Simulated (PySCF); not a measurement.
# Deuteron quadrupole couplings in `F[Si@@H]1C([SiH3])=C[Si@H]1[SiH3]`

C₂H₉FSi₄.
Cartesian coordinates in Å at the GFN2-xTB level; atoms count from 1:
```xyz
16
C2H9FSi4 angstrom
F     -0.820   -2.962   -0.004
Si    -0.275   -1.564    0.624
C     -1.213   -0.076   -0.125
Si    -3.019    0.420    0.007
C     -0.261    0.572   -0.826
Si     1.361   -0.409   -0.593
Si     3.140    0.746    0.325
H     -0.482   -1.836    2.042
H     -3.252    1.664   -0.735
H     -3.855   -0.652   -0.539
H     -3.334    0.628    1.426
H     -0.455    1.475   -1.391
H      1.755   -1.036   -1.878
H      3.990   -0.145    1.120
H      2.701    1.822    1.215
H      4.011    1.362   -0.679
```

Level: PBE0/pcSseg-1 (PySCF, non-relativistic); Q(2H) = 0.00286 b; rigid geometry, the same for H and D, with no vibrational averaging.

Task: Rank these positions by the coupling χzz of a deuteron there, largest first.
A. H10 (Si–H hydrogen)
B. H12 (vinylic hydrogen)
C. H13 (Si–H hydrogen)

Result: B (220 kHz), A (109 kHz), C (101 kHz).

Task: Tabulate Vzz, the asymmetry η and χzz = 234.96 MHz × Q × Vzz for every hydrogen position.

Result: 
```json
{"atom": "H8", "bonded to": "Si2", "bond length (Å)": "1.458", "Vzz (au)": "0.1640", "η": "0.00", "χzz (kHz)": "110"}
{"atom": "H9", "bonded to": "Si4", "bond length (Å)": "1.466", "Vzz (au)": "0.1605", "η": "0.02", "χzz (kHz)": "108"}
{"atom": "H10", "bonded to": "Si4", "bond length (Å)": "1.465", "Vzz (au)": "0.1615", "η": "0.01", "χzz (kHz)": "109"}
{"atom": "H11", "bonded to": "Si4", "bond length (Å)": "1.468", "Vzz (au)": "0.1595", "η": "0.02", "χzz (kHz)": "107"}
{"atom": "H12", "bonded to": "C5", "bond length (Å)": "1.082", "Vzz (au)": "0.3274", "η": "0.00", "χzz (kHz)": "220"}
{"atom": "H13", "bonded to": "Si6", "bond length (Å)": "1.483", "Vzz (au)": "0.1508", "η": "0.02", "χzz (kHz)": "101"}
{"atom": "H14", "bonded to": "Si7", "bond length (Å)": "1.466", "Vzz (au)": "0.1629", "η": "0.00", "χzz (kHz)": "109"}
{"atom": "H15", "bonded to": "Si7", "bond length (Å)": "1.464", "Vzz (au)": "0.1641", "η": "0.00", "χzz (kHz)": "110"}
{"atom": "H16", "bonded to": "Si7", "bond length (Å)": "1.465", "Vzz (au)": "0.1638", "η": "0.00", "χzz (kHz)": "110"}
```

Task: Average by the element that carries the hydrogen.

Result: on Si: 108 kHz over 8 positions, mean bond length 1.467 Å; on C: 220 kHz over 1 position, mean bond length 1.082 Å.

Task: How does χzz go with the bond length over the 8 Si–H bonds?

Result: A straight-line fit has a slope of -4.0 kHz for each 0.01 Å, with a correlation coefficient of -0.95, over lengths from 1.458 to 1.483 Å. The longer bonds have the smaller couplings here.

Isolated species at its GFN2-xTB geometry, gas phase. GFN2-xTB frequencies show an imaginary mode (22i cm⁻¹), so this geometry is no minimum at that level. GFN2-xTB bond lengths can be off by several hundredths of an ångström, more for odd bonds, and the gradients follow them. These gradients aren't converged with respect to the basis.
